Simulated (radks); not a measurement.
Problem. These are the eigenvalues of the occupied orbitals of an atom or ion with whole-number occupations (hartree). Method: scalar-relativistic Kohn-Sham, LDA (Slater exchange, Perdew-Wang correlation), spin-unpolarised, spherical densities, point nucleus; computed with a radial shooting solver on a logarithmic mesh with Libxc functionals.

orbital  eigenvalue
1s        -258.8677
2s        -32.32962
2p        -27.92021
3s         -5.58472
3p         -4.33131
3d         -2.33972

Which element is it, and in what charge state? The configuration may be excited.

Solution. Z = 26, iron, charge +4: Fe4+ in [Ar] 3d4. The list shows which subshells hold electrons but not how many an open one holds; the 1s level, -258.87 hartree, gives Z - s = 22.8 by -(Z - s)^2/2, which with screening and relativity narrows Z to a few neighbours, and the depths of the outer levels then fix element, charge and occupations together.
